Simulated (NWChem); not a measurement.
System: BNH₂Cl₂; SMILES NB(Cl)Cl

Input file for NWChem:

```
start job
memory heap 200 mb stack 900 mb global 1100 mb
geometry units angstroms noautoz
  B      0.000000     0.000000    -0.333253
  Cl     1.535415     0.000000     0.559285
  Cl    -1.535415     0.000000     0.559285
  N      0.000000     0.000000    -1.730568
  H     -0.861000     0.000000    -2.276915
  H      0.861000     0.000000    -2.276915
end
basis spherical
  * library 6-311++g**
end
dft
  xc xtpss03 ctpss03
  iterations 150
  mulliken
end
task dft energy
```

Output (shortened):

```
             Northwest Computational Chemistry Package (NWChem) 7.3.0
             --------------------------------------------------------

 C2V symmetry detected

                             Geometry "geometry" -> ""
                             -------------------------

 Output coordinates in angstroms (scale by  1.889725989 to convert to a.u.)

  No.       Tag          Charge          X              Y              Z
 ---- ---------------- ---------- -------------- -------------- --------------
    1 B                    5.0000     0.00000000     0.00000000    -0.34745340
    2 Cl                  17.0000     1.53541500     0.00000000     0.54508460
    3 Cl                  17.0000    -1.53541500     0.00000000     0.54508460
    4 N                    7.0000     0.00000000     0.00000000    -1.74476840
    5 H                    1.0000    -0.86100000     0.00000000    -2.29111540
    6 H                    1.0000     0.86100000     0.00000000    -2.29111540

 Effective nuclear repulsion energy (a.u.)     180.4711354201

      Symmetry information
      --------------------

 Group name             C2v
 Group number             16
 Group order               4
 No. of unique centers     4

                                 NWChem DFT Module
                                 -----------------

 Summary of "ao basis" -> "ao basis" (spherical)
 ------------------------------------------------------------------------------
       Tag                 Description            Shells   Functions and Types
 ---------------- ------------------------------  ------  ---------------------
 B                         6-311++g**               10       22   5s4p1d
 Cl                        6-311++g**               14       30   7s6p1d
 N                         6-311++g**               10       22   5s4p1d
 H                         6-311++g**                5        7   4s1p

      Symmetry analysis of basis
      --------------------------

        a1         50
        a2         11
        b1         38
        b2         19

            General Information
            -------------------
          SCF calculation type: DFT
          Wavefunction type:  closed shell.
          No. of atoms     :     6
          No. of electrons :    48
           Alpha electrons :    24
            Beta electrons :    24
          Charge           :     0
          Spin multiplicity:     1
          Use of symmetry is: on ; symmetry adaption is: on
          Maximum number of iterations: 150
          AO basis - number of functions:   118
                     number of shells:    58
          Convergence on energy requested:  1.00D-06
          Convergence on density requested:  1.00D-05
          Convergence on gradient requested:  5.00D-04

              XC Information
              --------------
                  TPSS metaGGA Exchange Functional  1.000
             TPSS03 metaGGA Correlation Functional  1.000

             Grid Information
             ----------------
          Grid used for XC integration:  medium
          Radial quadrature: Mura-Knowles
          Angular quadrature: Lebedev.
          Tag              B.-S. Rad. Rad. Pts. Rad. Cut. Ang. Pts.
          ---              ---------- --------- --------- ---------
          B                   0.85       49          12.0       434
          Cl                  1.00       88          14.0       590
          N                   0.65       49          11.0       434
          H                   0.35       45          13.0       434
          Grid pruning is: on
          Number of quadrature shells:   231
          Spatial weights used:  Erf1

      Superposition of Atomic Density Guess
      -------------------------------------

 Sum of atomic energies:        -998.79711609

      Non-variational initial energy
      ------------------------------

 Total energy =   -1000.247743
 1-e energy   =   -1736.055115
 2-e energy   =     555.336237
 HOMO         =      -0.375438
 LUMO         =       0.023517

      Symmetry analysis of molecular orbitals - initial
      -------------------------------------------------

  Numbering of irreducible representations:

     1 a1          2 a2          3 b1          4 b2

  Orbital symmetries:

     1 a1          2 b1          3 a1          4 a1          5 b1
     6 a1          7 b1          8 a1          9 b2         10 b1
    11 a2         12 a1         13 a1         14 a1         15 b1
    16 a1         17 b1         18 a1         19 b2         20 b1
    21 a1         22 a2         23 b1         24 b2         25 a1
    26 a1         27 b1         28 b2         29 b2         30 b1
    31 a1         32 a1         33 a2         34 a1

     ---------------------------------------------
      Total Density - Mulliken Population Analysis
     ---------------------------------------------

    Atom       Charge   Shell Charges
 -----------   ------   -------------------------------------------------------
    1 B    5     4.58   1.13  0.86  0.28  0.64  0.80  0.27  0.18  0.05  0.18  0.18
    2 Cl  17    17.19   0.78  1.19  0.91  1.08  0.99  1.03  7.41 -1.50  1.05  3.11  1.36 -0.07 -0.15  0.01
    3 Cl  17    17.19   0.78  1.19  0.91  1.08  0.99  1.03  7.41 -1.50  1.05  3.11  1.36 -0.07 -0.15  0.01
    4 N    7     7.77   1.09  0.90  0.82  0.89  2.00  0.59  1.41 -0.07  0.12  0.01
    5 H    1     0.64   0.22  0.34  0.05 -0.01  0.04
    6 H    1     0.64   0.22  0.34  0.05 -0.01  0.04

   convergence    iter        energy       DeltaE   RMS-Dens  Diis-err
 ---------------- ----- ----------------- --------- --------- ---------
 d= 0,ls=0.0,diis     1  -1001.3686438984 -1.18D+03  1.10D-02  1.33D+00
 d= 0,ls=0.0,diis     2  -1001.3185366032  5.01D-02  1.06D-02  1.01D+00
 d= 0,ls=0.0,diis     3  -1001.4035700736 -8.50D-02  3.75D-03  3.14D-01
 d= 0,ls=0.0,diis     4  -1001.4422061787 -3.86D-02  7.87D-04  6.76D-03
 d= 0,ls=0.0,diis     5  -1001.4427337111 -5.28D-04  3.82D-04  2.28D-03
  Resetting Diis
 d= 0,ls=0.0,diis     6  -1001.4430160201 -2.82D-04  3.06D-05  8.26D-06

 !! scf_movecs_sym_adapt:    2 vectors were symmetry contaminated

  Symmetry fudging
 d= 0,ls=0.0,diis     7  -1001.4430168290 -8.09D-07  1.92D-05  6.54D-07
 d= 0,ls=0.0,diis     8  -1001.4430167258  1.03D-07  8.75D-06  1.53D-06

         Total DFT energy =    -1001.443016725817
      One electron energy =    -1738.976144046065
           Coulomb energy =      625.377137182864
    Exchange-Corr. energy =      -68.315145282735
 Nuclear repulsion energy =      180.471135420119

 Numeric. integr. density =       47.999999841745

                  Occupations of the irreducible representations
                  ----------------------------------------------

                     irrep           alpha         beta
                     --------     --------     --------
                     a1               11.0         11.0
                     a2                2.0          2.0
                     b1                8.0          8.0
                     b2                3.0          3.0

                       DFT Final Molecular Orbital Analysis
                       ------------------------------------

 Vector   22  Occ=2.000000D+00  E=-2.926687D-01  Symmetry=a2
              MO Center=  2.1D-14,  5.0D-16,  5.2D-01, r^2= 3.5D+00
   Bfn.  Coefficient  Atom+Function         Bfn.  Coefficient  Atom+Function
  ----- ------------  ---------------      ----- ------------  ---------------
    39      0.412998  2 Cl py                69     -0.412998  3 Cl py
    42      0.258701  2 Cl py                72     -0.258701  3 Cl py
    30     -0.251517  2 Cl py                60      0.251517  3 Cl py
    36      0.184989  2 Cl py                66     -0.184989  3 Cl py
    33     -0.062875  2 Cl py                63      0.062875  3 Cl py

 Vector   23  Occ=2.000000D+00  E=-2.787443D-01  Symmetry=b1
              MO Center=  9.7D-15, -1.1D-16,  4.9D-01, r^2= 3.6D+00
   Bfn.  Coefficient  Atom+Function         Bfn.  Coefficient  Atom+Function
  ----- ------------  ---------------      ----- ------------  ---------------
    40      0.316779  2 Cl pz                70     -0.316779  3 Cl pz
    38     -0.276206  2 Cl px                68     -0.276206  3 Cl px
    43      0.197498  2 Cl pz                73     -0.197498  3 Cl pz
    41     -0.194660  2 Cl px                71     -0.194660  3 Cl px
    31     -0.190307  2 Cl pz                61      0.190307  3 Cl pz

 Vector   24  Occ=2.000000D+00  E=-2.685536D-01  Symmetry=b2
              MO Center= -3.2D-15,  7.9D-16, -9.7D-01, r^2= 2.9D+00
   Bfn.  Coefficient  Atom+Function         Bfn.  Coefficient  Atom+Function
  ----- ------------  ---------------      ----- ------------  ---------------
    90      0.338968  4 N  py                94      0.334421  4 N  py
    39     -0.239671  2 Cl py                69     -0.239671  3 Cl py
    86      0.226809  4 N  py                42     -0.159907  2 Cl py
    72     -0.159907  3 Cl py                30      0.145797  2 Cl py
    60      0.145797  3 Cl py                36     -0.108345  2 Cl py

 Vector   25  Occ=0.000000D+00  E=-3.045054D-02  Symmetry=b2
              MO Center=  3.2D-15,  1.8D-16, -3.8D-01, r^2= 2.9D+00
   Bfn.  Coefficient  Atom+Function         Bfn.  Coefficient  Atom+Function
  ----- ------------  ---------------      ----- ------------  ---------------
    12      0.844395  1 B  py                 8      0.430369  1 B  py
    98     -0.357561  4 N  py                94     -0.296012  4 N  py
    42     -0.280702  2 Cl py                72     -0.280702  3 Cl py
     4      0.251790  1 B  py                90     -0.175781  4 N  py
    39     -0.171967  2 Cl py                69     -0.171967  3 Cl py

 Vector   26  Occ=0.000000D+00  E=-2.653558D-02  Symmetry=a1
              MO Center=  6.6D-17,  1.7D-16, -2.2D+00, r^2= 9.5D+00
   Bfn.  Coefficient  Atom+Function         Bfn.  Coefficient  Atom+Function
  ----- ------------  ---------------      ----- ------------  ---------------
    96      1.076290  4 N  s                 14     -0.759347  1 B  s
   108     -0.760801  5 H  s                115     -0.760801  6 H  s
    92      0.444197  4 N  s                 44      0.429250  2 Cl s
    74      0.429250  3 Cl s                 10     -0.412699  1 B  s
   107     -0.345192  5 H  s                114     -0.345192  6 H  s

 Vector   27  Occ=0.000000D+00  E= 1.197671D-02  Symmetry=a1
              MO Center= -1.8D-16, -2.8D-17, -5.7D-02, r^2= 1.4D+01
   Bfn.  Coefficient  Atom+Function         Bfn.  Coefficient  Atom+Function
  ----- ------------  ---------------      ----- ------------  ---------------
    14      3.258011  1 B  s                 44     -1.401629  2 Cl s
    74     -1.401629  3 Cl s                 96      1.044765  4 N  s
    17      0.894889  1 B  pz               108     -0.650166  5 H  s
   115     -0.650166  6 H  s                 45      0.539930  2 Cl px
    75     -0.539930  3 Cl px                10      0.532016  1 B  s

     ---------------------------------------------
      Total Density - Mulliken Population Analysis
     ---------------------------------------------

    Atom       Charge   Shell Charges
 -----------   ------   -------------------------------------------------------
    1 B    5     5.04   1.13  0.86  0.45  0.65  1.08  0.18  0.20  0.07  0.22  0.21
    2 Cl  17    17.02   0.78  1.19  0.89  1.09  1.00  1.06  7.42 -1.52  1.10  2.96  1.27 -0.08 -0.16  0.02
    3 Cl  17    17.02   0.78  1.19  0.89  1.09  1.00  1.06  7.42 -1.52  1.10  2.96  1.27 -0.08 -0.16  0.02
    4 N    7     7.51   1.10  0.90  0.81  0.85  1.82  0.61  1.30 -0.05  0.16  0.01
    5 H    1     0.71   0.27  0.41 -0.00 -0.01  0.04
    6 H    1     0.71   0.27  0.41 -0.00 -0.01  0.04

     -------------------------------------------
      Total Density - Lowdin Population Analysis
     -------------------------------------------

    Atom       Charge   Shell Charges
 -----------   ------   -------------------------------------------------------
    1 B    5     5.54   1.07  0.90  0.44  0.44  1.16  0.21  0.66  0.05  0.12  0.50
    2 Cl  17    16.80   0.90  1.08  0.93  1.03  0.83  0.75  4.49  0.92  1.70  2.64  1.19  0.10  0.20  0.02
    3 Cl  17    16.80   0.90  1.08  0.93  1.03  0.83  0.75  4.49  0.92  1.70  2.64  1.19  0.10  0.20  0.02
    4 N    7     7.06   1.04  0.94  0.79  0.58  1.68  0.37  1.27  0.08  0.29  0.03
    5 H    1     0.90   0.27  0.37  0.11  0.03  0.12
    6 H    1     0.90   0.27  0.37  0.11  0.03  0.12

     Multipole analysis of the density
     ---------------------------------

     L   x y z        total         alpha         beta         nuclear
     -   - - -        -----         -----         ----         -------
     0   0 0 0     -0.000000    -24.000000    -24.000000     48.000000

     1   1 0 0      0.000000      0.000000      0.000000      0.000000
     1   0 1 0     -0.000000     -0.000000     -0.000000      0.000000
     1   0 0 1     -1.172191     -0.586095     -0.586095      0.000000

     2   2 0 0    -28.297220   -159.915198   -159.915198    291.533175
     2   1 1 0      0.000000      0.000000      0.000000      0.000000
     2   1 0 1     -0.000000     -0.000000     -0.000000      0.000000
     2   0 2 0    -28.662669    -14.331335    -14.331335      0.000000
     2   0 1 1      0.000000      0.000000      0.000000      0.000000
     2   0 0 2    -23.346808    -87.582700    -87.582700    151.818592
```

Level: TPSS/6-311++G** (spherical d). The geometry was optimised at PBE-D3(BJ)/def2-SVP.
